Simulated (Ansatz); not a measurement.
Energy difference R1 + R2 → P1, each structure at its B3LYP-D3(BJ)/def2-TZVP stationary point, reached from a drawn start (curvature not checked).
R1, CF3 (SMILES F[C](F)F) (charge 0, multiplicity 2, Z-matrix in Å and degrees):
```
C
F 1 1.3211
F 1 1.3211 2 111.37
F 1 1.3212 2 111.37 3 -124.97
```
R2: F atom, charge 0, multiplicity 2.
P1, CF4 (SMILES FC(F)(F)F) (charge 0, multiplicity 1):
```xyz
5

F      0.010     1.213    -0.537
C      0.000     0.000     0.000
F      1.150    -0.607    -0.258
F     -0.163     0.099     1.312
F     -0.998    -0.704    -0.517
```

P less R. No zero-point or thermal terms; singlets are restricted closed shells; open shells are unrestricted; no spin–orbit coupling.

Frozen-core correlation throughout.

The values were computed with Ansatz (a quantum-chemistry and plane-wave program). No computed number here is a measurement.

Question: Predict the reaction energy from CCSD(T)/cc-pVQZ.

Answer: -5.71 eV

Question: Estimate the reaction energy that CCSD/cc-pVTZ returns for this input.

Answer: -5.53 eV

Question: Predict the reaction energy from r2SCAN/def2-TZVPP.

Answer: -5.56 eV
